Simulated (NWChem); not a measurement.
System: Si2H4Cl2; SMILES Cl[SiH](Cl)[SiH3]

Problem. Give the equilibrium geometry at PBE-D3(BJ)/def2-SVP (NWChem) as a Z-matrix, with the point group.

Solution. point group Cs; any orientation.
```
Si
H 1 1.4998
Cl 1 2.0833 2 107.58
Cl 1 2.0833 2 107.58 3 118.22
Si 1 2.3448 2 115.87 4 120.89
H 5 1.5025 1 107.71 2 -179.98
H 5 1.5040 6 109.83 1 119.65
H 5 1.5040 6 109.83 7 120.70
```
